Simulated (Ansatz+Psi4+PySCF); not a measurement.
The numbers below are computed, except where a source is named.
A run of PySCF 2.14.0 on quartet TiF at this shape:

| atom | x (Å) | y (Å) | z (Å) |
| --- | --- | --- | --- |
| Ti | 0.0000 | 0.0000 | 0.0000 |
| F | 0.0000 | 0.0000 | 1.8340 |

Its results:

```json
{"Converged": "yes", "Reference energy": "-947.95786 hartree", "Correlation energy": "-0.30532 hartree", "Total energy": "-948.26317 hartree", "Spin squared of the determinant": "3.754"}
```

Messages of the program:
```
WARN: HOMO 0.0314035577080413 >= LUMO -0.18697749374607
WARN: HOMO 0.0314035577080413 >= LUMO -0.18697749374607
```

Problem. Which input gives this output? Name the method, the orbitals and the basis set, and write the input.

Solution. UHF-MP2 in cc-pVTZ.

```python
from pyscf import gto, scf, mp

mol = gto.M(atom="""
Ti 0.000000 0.000000 0.000000
F 0.000000 0.000000 1.834000
""", basis='cc-pvtz', charge=0, spin=3)
mf = scf.UHF(mol)
mf.kernel()
pt = mp.MP2(mf, frozen=10).run()
print(mf.e_tot, pt.e_corr, pt.e_tot)
```

This is not the lowest solution: another run reaches a determinant 0.52 eV lower. Caution: another reference gives a lower total.
